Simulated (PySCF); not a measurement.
Electric field gradients and quadrupole coupling constants

Species: C4H10OSi3.
Cartesian coordinates in Å at the GFN2-xTB level; atoms count from 1:
```xyz
18
C4H10OSi3 angstrom
C     -1.993    1.928    0.321
Si    -1.071    1.015   -1.073
C     -1.271   -0.878   -0.930
C     -0.026   -1.329   -0.693
C      0.366   -2.689   -0.411
O      1.382   -2.985    0.180
Si     1.120    0.206   -0.628
Si     2.336    0.366    1.334
H     -1.795    2.995    0.281
H     -1.684    1.572    1.299
H     -3.068    1.792    0.244
H     -1.619    1.508   -2.351
H     -2.143   -1.519   -0.961
H     -0.327   -3.479   -0.776
H      1.971    0.163   -1.838
H      2.812    1.750    1.482
H      3.511   -0.499    1.401
H      1.491    0.090    2.500
```

Field gradients from the PBE0/pcSseg-1 density (PySCF, non-relativistic), principal values in atomic units, ordered |Vxx| ≤ |Vyy| ≤ |Vzz|:

| atom | Vxx | Vyy | Vzz |
| --- | --- | --- | --- |
| O6 | 0.4733 | 1.5725 | -2.0459 |

Question: Find the asymmetry η = (Vxx − Vyy)/Vzz and the couplings χ = eQV/h (234.96 MHz × Q in barn × V in au), with Q(17O) = −0.0256 b.

Answer: 
```json
{"atom": "O6", "environment": "aldehyde oxygen", "nucleus": "17O", "η": "0.54", "χzz (MHz)": "12.31", "χxx (MHz)": "-2.85", "χyy (MHz)": "-9.46"}
```

The tensor is traceless: Vxx + Vyy + Vzz = 0.

Question: What is Vzz at O6 in SI units (1 au = 9.71736 × 10²¹ V/m²)?

Answer: -2.0459 au = -19.880 × 10²¹ V/m².

Question: What couplings would deuterons (Q(2H) = 0.00286 b) have in place of the hydrogens, at this geometry?

Answer: 
| atom | bonded to | bond length (Å) | Vzz (au) | η | χzz (kHz) |
| --- | --- | --- | --- | --- | --- |
| H9 | C1 | 1.085 | 0.3259 | 0.01 | 219 |
| H10 | C1 | 1.086 | 0.3240 | 0.01 | 218 |
| H11 | C1 | 1.086 | 0.3250 | 0.01 | 218 |
| H12 | Si2 | 1.476 | 0.1550 | 0.01 | 104 |
| H13 | C3 | 1.082 | 0.3281 | 0.01 | 221 |
| H14 | C5 | 1.112 | 0.2639 | 0.02 | 177 |
| H15 | Si7 | 1.480 | 0.1545 | 0.02 | 104 |
| H16 | Si8 | 1.470 | 0.1594 | 0.00 | 107 |
| H17 | Si8 | 1.461 | 0.1665 | 0.02 | 112 |
| H18 | Si8 | 1.466 | 0.1630 | 0.01 | 110 |

The structure is a single GFN2-xTB conformer in the gas phase; no vibrational or solvent corrections. GFN2-xTB bond lengths can be off by several hundredths of an ångström, more for odd bonds, and the gradients follow them. A larger basis could move these couplings by a tenth or more.
